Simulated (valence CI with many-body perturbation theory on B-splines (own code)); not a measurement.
E1 transitions of Cd41+

Method: relativistic CI+MBPT: five valence electrons over a frozen Dirac-Fock core [He], a basis of 9 s, 9 p, 8 d, 6 f, 3 g, 1 h functions for each j, with the one-electron correlation potential Σ1 (screened to all orders), the two-electron term Σ2, the three-electron term Σ3, Breit, model QED; selected single and double excitations, second order for the rest (own B-spline code, finite nucleus).

No measured spectrum was set against this ion. As an estimate, large intervals hold to a few tenths of a per cent, small ones and those within an open d or f shell to about a per cent. Among the levels kept, up to 1500 cm⁻¹ of a level comes from second order outside the variational space, and about a tenth of that is noise between levels of different J, which matters for small intervals.

Lines 1 to 50 of 254 in falling wavelength, among levels below 4109.1 eV, chosen from the strongest by gf and those to the six lowest levels. Wavelengths and rates use the calculated energies. Electric multipoles are in the length gauge, E1 and E2 with the static RPA response of the core. Weak lines are less certain than strong ones. Lines between different terms over intervals too small for the method are left out, as are lines whose strength nearly cancels. The highest levels of a list are the least certain.

Levels are named by their leading jj configuration (3d3/2^4 stands for four electrons in 3d with j = 3/2), which in mixed levels can hold well under half, so a name can repeat and another be missing. Letters in brackets count levels of one name in rising energy.

| λ vac (Å) | Upper | Lower | A (s⁻¹) | S (a.u.) |
| --- | --- | --- | --- | --- |
| 236.2 | (2s^2 2p1/2 2p3/2 3p1/2) J=5/2 | (2s^2 2p1/2 2p3/2 3s) J=3/2 [b] | 1.70e+09 | 6.65e-02 |
| 234.1 | (2s 2p1/2^2 2p3/2 3p1/2) J=3/2 [b] | (2s 2p1/2^2 2p3/2 3s) J=3/2 [b] | 2.17e+09 | 5.49e-02 |
| 229.6 | (2s^2 2p1/2 2p3/2 3p1/2) J=5/2 | (2s^2 2p1/2 2p3/2 3s) J=5/2 | 1.31e+09 | 4.71e-02 |
| 221.5 | (2s 2p1/2^2 2p3/2 3p1/2) J=3/2 [b] | (2s 2p1/2^2 2p3/2 3s) J=1/2 | 2.10e+09 | 4.50e-02 |
| 220.9 | (2s^2 2p1/2^2 3p1/2) J=1/2 | (2s^2 2p1/2^2 3s) J=1/2 | 4.59e+09 | 4.88e-02 |
| 213.9 | (2s 2p1/2^2 2p3/2 3p1/2) J=3/2 [a] | (2s 2p1/2^2 2p3/2 3s) J=5/2 | 3.51e+09 | 6.78e-02 |
| 204.0 | (2s^2 2p1/2 2p3/2 3p1/2) J=3/2 [a] | (2s^2 2p1/2 2p3/2 3s) J=3/2 [a] | 2.80e+09 | 4.70e-02 |
| 201.7 | (2s 2p1/2^2 2p3/2 3p1/2) J=5/2 | (2s 2p1/2^2 2p3/2 3s) J=5/2 | 3.30e+09 | 8.03e-02 |
| 197.7 | (2s^2 2p3/2^2 3p1/2) J=1/2 | (2s^2 2p3/2^2 3s) J=1/2 | 5.12e+09 | 3.90e-02 |
| 195.6 | (2s 2p1/2^2 2p3/2 3d3/2) J=7/2 | (2s 2p1/2^2 2p3/2 3p3/2) J=7/2 | 1.67e+09 | 4.92e-02 |
| 193.9 | (2s^2 2p3/2^2 3p1/2) J=5/2 | (2s^2 2p3/2^2 3s) J=3/2 | 2.72e+09 | 5.87e-02 |
| 175.7 | (2s^2 2p3/2^2 3p1/2) J=3/2 | (2s^2 2p3/2^2 3s) J=5/2 | 4.76e+09 | 5.09e-02 |
| 174.6 | (2s^2 2p1/2 2p3/2 3d5/2) J=3/2 [b] | (2s^2 2p1/2 2p3/2 3p3/2) J=1/2 [b] | 3.07e+09 | 3.23e-02 |
| 168.8 | (2s 2p1/2^2 2p3/2 3d5/2) J=5/2 | (2s 2p1/2^2 2p3/2 3p3/2) J=5/2 [a] | 3.13e+09 | 4.46e-02 |
| 167.8 | (2s 2p1/2^2 2p3/2 3d5/2) J=9/2 | (2s 2p1/2^2 2p3/2 3p3/2) J=7/2 | 9.73e+09 | 2.27e-01 |
| 167.3 | (2s^2 2p3/2^2 3p1/2) J=5/2 | (2s^2 2p3/2^2 3s) J=5/2 | 3.43e+09 | 4.77e-02 |
| 166.6 | (2s^2 2p1/2 2p3/2 3p1/2) J=3/2 [b] | (2s^2 2p1/2 2p3/2 3s) J=5/2 | 4.44e+09 | 4.06e-02 |
| 160.1 | (2s^2 2p1/2^2 3d5/2) J=5/2 | (2s^2 2p1/2^2 3p3/2) J=3/2 | 6.43e+09 | 7.81e-02 |
| 159.5 | (2s^2 2p1/2 2p3/2 3d3/2) J=7/2 | (2s^2 2p1/2 2p3/2 3p3/2) J=5/2 [a] | 3.98e+09 | 6.38e-02 |
| 158.5 | (2s^2 2p1/2 2p3/2 3d5/2) J=9/2 | (2s^2 2p1/2 2p3/2 3p3/2) J=7/2 | 1.06e+10 | 2.08e-01 |
| 153.8 | (2s^2 2p1/2 2p3/2 3d5/2) J=7/2 [a] | (2s^2 2p1/2 2p3/2 3p3/2) J=5/2 [a] | 6.45e+09 | 9.27e-02 |
| 153.0 | (2s^2 2p1/2 2p3/2 3d5/2) J=7/2 [b] | (2s^2 2p1/2 2p3/2 3p3/2) J=5/2 [b] | 9.37e+09 | 1.33e-01 |
| 149.7 | (2s^2 2p1/2 2p3/2 3d5/2) J=3/2 [a] | (2s^2 2p1/2 2p3/2 3p3/2) J=1/2 [a] | 5.78e+09 | 3.83e-02 |
| 148.7 | (2s 2p1/2^2 2p3/2 3d5/2) J=5/2 | (2s 2p1/2^2 2p3/2 3p3/2) J=3/2 [a] | 8.32e+09 | 8.11e-02 |
| 146.0 | (2s^2 2p1/2 2p3/2 3d5/2) J=5/2 [a] | (2s^2 2p1/2 2p3/2 3p3/2) J=3/2 [a] | 6.71e+09 | 6.19e-02 |
| 145.2 | (2s^2 2p1/2 2p3/2 3s) J=5/2 | (2s^2 2p1/2^2 3p3/2) J=3/2 | 5.24e+09 | 4.76e-02 |
| 138.4 | (2s^2 2p1/2 2p3/2 3d5/2) J=5/2 [b] | (2s^2 2p1/2 2p3/2 3p3/2) J=3/2 [b] | 6.57e+09 | 5.15e-02 |
| 119.6 | (2s 2p1/2^2 2p3/2 3p3/2) J=3/2 [a] | (2s 2p1/2^2 2p3/2 3s) J=3/2 [a] | 2.27e+10 | 7.67e-02 |
| 117.8 | (2s^2 2p3/2^2 3p3/2) J=7/2 | (2s^2 2p1/2 2p3/2 3d5/2) J=5/2 [b] | 8.53e+09 | 5.51e-02 |
| 117.7 | (2s^2 2p1/2 2p3/2 3p3/2) J=3/2 [a] | (2s^2 2p1/2 2p3/2 3s) J=3/2 [b] | 8.12e+09 | 2.61e-02 |
| 116.7 | (2s^2 2p1/2 2p3/2 3d3/2) J=5/2 [b] | (2s^2 2p1/2 2p3/2 3p1/2) J=3/2 [b] | 6.98e+09 | 3.28e-02 |
| 115.6 | (2s^2 2p3/2^2 3p3/2) J=5/2 | (2s^2 2p3/2^2 3s) J=3/2 | 1.15e+10 | 5.27e-02 |
| 111.0 | (2s^2 2p3/2^2 3p3/2) J=1/2 | (2s^2 2p3/2^2 3s) J=3/2 | 2.22e+10 | 3.00e-02 |
| 109.8 | (2s 2p1/2^2 2p3/2 3p3/2) J=5/2 [b] | (2s 2p1/2^2 2p3/2 3s) J=3/2 [b] | 3.91e+10 | 1.53e-01 |
| 109.7 | (2s^2 2p1/2 2p3/2 3p3/2) J=1/2 [a] | (2s^2 2p1/2 2p3/2 3s) J=1/2 | 2.36e+10 | 3.07e-02 |
| 109.6 | (2s^2 2p1/2 2p3/2 3p3/2) J=7/2 | (2s^2 2p1/2 2p3/2 3s) J=5/2 | 2.64e+10 | 1.37e-01 |
| 109.5 | (2s 2p1/2^2 2p3/2 3d3/2) J=5/2 | (2s 2p1/2^2 2p3/2 3p1/2) J=5/2 | 1.12e+10 | 4.34e-02 |
| 109.2 | (2s 2p1/2^2 2p3/2 3p3/2) J=5/2 [a] | (2s 2p1/2^2 2p3/2 3s) J=3/2 [a] | 2.46e+10 | 9.46e-02 |
| 108.6 | (2s 2p1/2^2 2p3/2 3p3/2) J=7/2 | (2s 2p1/2^2 2p3/2 3s) J=5/2 | 4.29e+10 | 2.17e-01 |
| 108.4 | (2s^2 2p1/2 2p3/2 3p3/2) J=5/2 [a] | (2s^2 2p1/2 2p3/2 3s) J=3/2 [a] | 3.31e+10 | 1.25e-01 |
| 106.8 | (2s 2p1/2^2 2p3/2 3d3/2) J=7/2 | (2s 2p1/2^2 2p3/2 3p1/2) J=5/2 | 2.40e+10 | 1.16e-01 |
| 106.2 | (2s^2 2p1/2 2p3/2 3p3/2) J=3/2 [b] | (2s^2 2p1/2 2p3/2 3s) J=3/2 [b] | 1.76e+10 | 4.15e-02 |
| 106.2 | (2s 2p1/2^2 2p3/2 3d3/2) J=5/2 | (2s 2p1/2^2 2p3/2 3p1/2) J=3/2 [a] | 1.21e+10 | 4.29e-02 |
| 106.1 | (2s^2 2p1/2 2p3/2 3d3/2) J=3/2 [b] | (2s^2 2p1/2 2p3/2 3p1/2) J=3/2 [b] | 8.25e+09 | 1.95e-02 |
| 105.6 | (2s^2 2p3/2^2 3p3/2) J=5/2 | (2s^2 2p3/2^2 3s) J=5/2 | 9.50e+09 | 3.31e-02 |
| 105.3 | (2s^2 2p3/2^2 3p3/2) J=7/2 | (2s^2 2p3/2^2 3s) J=5/2 | 2.29e+10 | 1.06e-01 |
| 105.3 | (2s 2p1/2^2 2p3/2 3p3/2) J=1/2 [a] | (2s 2p1/2^2 2p3/2 3s) J=3/2 [a] | 3.34e+10 | 3.85e-02 |
| 104.9 | (2s^2 2p1/2 2p3/2 3p3/2) J=3/2 [a] | (2s^2 2p1/2 2p3/2 3s) J=1/2 | 1.80e+10 | 4.10e-02 |
| 104.4 | (2s^2 2p1/2 2p3/2 3d3/2) J=3/2 [a] | (2s^2 2p1/2 2p3/2 3p1/2) J=3/2 [a] | 1.20e+10 | 2.69e-02 |
| 104.1 | (2s 2p1/2^2 2p3/2 3d3/2) J=3/2 | (2s 2p1/2^2 2p3/2 3p1/2) J=3/2 [a] | 2.18e+10 | 4.85e-02 |
